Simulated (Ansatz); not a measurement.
**Relaxing a trial structure of C5H12B2**

The starting geometry of this gas-phase singlet was optimised with GFN2-xTB; its bonds are those of `B[C@@H]1BC[C@H](C)C1`.

```xyz
19

C    -0.8958   -0.2015   -0.4884
C    -0.4712    2.1512   -1.3318
C    -0.9651    2.1855    0.1256
C    -0.3472    3.3048    0.9526
C    -0.6423    0.7868    0.6656
B    -0.0848   -1.5257   -0.5270
B    -0.6743    0.6651   -1.7990
H     0.9284   -1.6225    0.0534
H    -0.4599   -2.4223   -1.1793
H    -1.9694   -0.4255   -0.5463
H    -0.6908    0.2691   -2.8962
H    -0.9381    2.9260   -1.9412
H     0.6032    2.3679   -1.3419
H    -2.0537    2.3165    0.1164
H     0.7366    3.2040    0.9819
H    -0.5902    4.2762    0.5265
H    -0.7200    3.2769    1.9749
H     0.4111    0.7475    0.9495
H    -1.2351    0.5451    1.5493
```

**Question.** Where would you expect an optimisation with PBE0-D3(BJ)/def2-SVP to take it?

**Answer.** It keeps its bonds, and is `B[C@@H]1BC[C@H](C)C1`.

The energy falls by 0.16 eV over 9 steps:

| step | E − E(last) (eV) |
| --- | --- |
| 1 | 0.159 |
| 2 | 0.028 |
| 3 | 0.008 |
| 4 | 0.001 |
| 5 | 0.001 |
| 6 | 0.000 |
| 7 | 0.000 |
| 8 | 0.000 |
| 9 | 0.000 |

Final geometry (Å):

```xyz
19

C    -0.8740   -0.2076   -0.4131
C    -0.4713    2.1234   -1.3138
C    -0.9495    2.1914    0.1447
C    -0.3923    3.3470    0.9578
C    -0.6178    0.8029    0.7076
B    -0.1146   -1.5266   -0.5816
B    -0.6699    0.6319   -1.7425
H     0.9632   -1.6904   -0.0494
H    -0.5402   -2.3934   -1.3117
H    -1.9647   -0.3674   -0.6072
H    -0.6886    0.1916   -2.8675
H    -0.8714    2.9024   -1.9809
H     0.6367    2.2426   -1.3420
H    -2.0525    2.2853    0.1222
H     0.7086    3.2976    1.0033
H    -0.6645    4.3189    0.5176
H    -0.7694    3.3321    1.9926
H     0.4529    0.7649    0.9792
H    -1.1792    0.5785    1.6290
```

No frequencies were run, so the end isn't proven a minimum. Run with Ansatz 0.2.0, 29 s on 4 threads of Arm Neoverse V1, on a shared host.
